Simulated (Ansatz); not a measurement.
This geometry of H2S2SeSn (6 atoms, charge 0, multiplicity 1) is a first-order saddle point.

The calculation used RKS PBE0-D4/def2-SVP (Ansatz).

```xyz
6
Properties=species:S:1:pos:R:3
Se -0.424 1.586 -1.472
Sn 0.349 0.097 0.410
S -0.411 -2.173 0.412
S 1.681 -1.800 -0.199
H -1.833 1.376 -1.099
H 0.680 0.850 1.902
```

Which two structures does it join? (They come from a converged band through this point; their orientation in space is the band's.)

No bond is made or broken. The dihedral H5–Se1–Sn2–S3 goes from 147 to -32°.

First end point:

```xyz
6
Properties=species:S:1:pos:R:3
Se -0.928 1.046 -1.639
Sn 0.140 -0.091 0.332
S 0.043 -2.482 0.405
S 1.989 -1.542 -0.121
H -1.299 2.202 -0.804
H 0.096 0.802 1.781
```

Last end point:

```xyz
6
Properties=species:S:1:pos:R:3
Se -1.075 1.644 -1.057
Sn 0.082 0.197 0.638
S -0.111 -2.180 0.405
S 1.836 -1.244 -0.128
H -0.853 0.615 -2.086
H 0.163 0.904 2.182
```

How far does it lie above each of them?

0.059 eV above the first and 0.100 eV above the second. This is the barrier of this one path; another mechanism may lie lower.

Run time: 68 s on 2 threads of INTEL(R) XEON(R) PLATINUM 8581C CPU @ 2.10GHz (Emerald Rapids), with other jobs on the host, peak memory 0.3 GiB.
